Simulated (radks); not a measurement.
The numbers below are computed, except where a source is named.
Q: Species: Rb3+. Configuration: [Ar] 3d10 4s2 4p4 (the NIST ground configuration). Level of theory: Dirac Kohn-Sham, BLYP, spin-unpolarised, spherical densities, finite nucleus; open shells fill j = l - 1/2 first; Fermi nuclear charge, rms radius 4.2036 fm (a radial shooting solver on a logarithmic mesh with Libxc functionals). Some entries of the table are withheld. Estimate them.

orbital,occ.,eigenvalue (eV),r(max) (bohr),<r> (bohr)
1s1/2,2,-15067.26,0.02628,0.04029
2s1/2,2,-2043.275,0.1497,0.1776
2p1/2,2,-1856.940,0.1173,0.1522
2p3/2,4,-1796.102,0.1206,0.1563
3s1/2,2,-332.9027,(1),0.5103
3p1/2,2,-266.1431,0.4403,0.5113
3p3/2,4,-256.9880,0.4492,0.5218
3d3/2,4,-140.0717,(2),(3)
3d5/2,6,-138.5142,(4),(5)
4s1/2,2,(6),1.234,1.391
4p1/2,2,-47.2463,(7),1.557
4p3/2,2,-46.1612,(8),1.585

A: 
(1) 3s1/2 r(max) (bohr): 0.4509
(2) 3d3/2 r(max) (bohr): 0.3909
(3) 3d3/2 <r> (bohr): 0.5218
(4) 3d5/2 r(max) (bohr): 0.3936
(5) 3d5/2 <r> (bohr): 0.5256
(6) 4s1/2 eigenvalue (eV): -63.8044
(7) 4p1/2 r(max) (bohr): 1.352
(8) 4p3/2 r(max) (bohr): 1.377
